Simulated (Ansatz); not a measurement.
Geometry optimisation, Ansatz, UKS PBE/def2-mTZVP.

input.yaml

```yaml
crystal:
  periodic: [false, false, false]
  atoms:
    - { symbol: O, position_ang: [-1.72299, 1.00895, -0.14187] }
    - { symbol: Al, position_ang: [-0.15623, 0.51997, -0.21588] }
    - { symbol: B, position_ang: [0.73077, -1.2389, 0.45188] }
    - { symbol: Cl, position_ang: [2.2946, -0.83327, -0.07049] }
    - { symbol: H, position_ang: [-2.61248, 1.3346, -0.1237] }
    - { symbol: H, position_ang: [0.8473, 1.49261, -0.88371] }
    - { symbol: H, position_ang: [0.61904, -2.28396, 0.98377] }
magnetization:
  spin_polarized: true
basis:
  gaussian: { orbitals: def2-mTZVP }
hamiltonian:
  xc: pbe
relax:
  f_tol: 0.02
  max_steps: 50
```

Launched with:

```bash
$ ansatz run input.yaml --threads 2 --pin off --max-ram 3072MiB --backend cpu --events-out ev --progress --plain --runs-dir out
```

Where does it end, and by what steps?

It converged. After 15 steps the energy has fallen by 0.649 eV; Cl4 moved furthest, 0.60 Å.

```tsv
step	energy less start (eV)	largest force component (eV/Å)	accepted
0	0.0000	2.478	yes
1	-0.2755	0.953	yes
2	-0.3777	0.193	yes
3	-0.4117	0.441	yes
4	-0.4054	0.506	no
5	-0.4295	0.159	yes
6	-0.4410	0.225	yes
7	-0.4665	0.387	yes
8	-0.4394	1.538	no
9	-0.5198	0.518	yes
10	-0.5697	1.119	yes
11	-0.6222	0.291	yes
12	-0.6260	0.424	yes
13	-0.6484	0.043	yes
14	-0.6486	0.020	yes
15	-0.6487	0.012	yes
```

```xyz
7
Properties=species:S:1:pos:R:3
O -1.842 0.657 0.052
Al -0.145 0.623 -0.267
B 0.864 -1.161 0.383
Cl 2.601 -1.323 0.101
H -2.377 1.425 -0.209
H 0.533 1.879 -1.000
H 0.365 -2.101 0.939
```

Whether the end is a true minimum wasn't checked by a vibrational analysis.

Run time: 66 s on 2 threads of Arm Neoverse N1, on a shared host, peak memory 0.17 GiB.
